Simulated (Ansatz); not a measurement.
Program: Ansatz. Geometries: PBE0-D4/def2-TZVP. ΔE: electronic, gas phase. CCSD(T)/CBS adds triple-zeta CCSD(T) − MP2 to the extrapolated MP2 energy (def2 sets, frozen cores). This one scheme is used for every species. DFT in def2-TZVPP. Each species was taken in one conformer, which may not be the lowest.

Reaction (redistribution): `C[SiH2][Al]([F])[SiH3]` + `F[SiH3]` → `[SiH3][SiH3]` + `C[SiH2][Al]([F])[F]`

```json
{"level": "PBE-D4", "ΔE (kJ/mol)": "-66.7"}
{"level": "PBE0-D4", "ΔE (kJ/mol)": "-65.1"}
{"level": "r2SCAN", "ΔE (kJ/mol)": "-68.0"}
{"level": "PBE0", "ΔE (kJ/mol)": "-65.0"}
{"level": "CCSD/def2-TZVPP", "ΔE (kJ/mol)": "-63.4"}
{"level": "CCSD(T)/def2-TZVPP", "ΔE (kJ/mol)": "-64.0"}
{"level": "MP2/CBS(def2)", "ΔE (kJ/mol)": "-67.0"}
{"level": "CCSD/CBS(def2)", "ΔE (kJ/mol)": "-64.2"}
```

Question: What does CCSD(T)/CBS give? (Best estimate.)

Answer: Ansatz gave: -64.7 kJ/mol. The listed levels differ from it by -2.0, -0.4, -3.3, -0.3, 1.3, 0.7, -2.3, 0.5 kJ/mol.

Largest T1 diagnostic among the species: 0.013.

In def2-TZVPP, CCSD(T) changes the Hartree–Fock value by −8.2 kJ/mol (the triples alone add −0.5 kJ/mol) and MP2 by −10.5 kJ/mol.
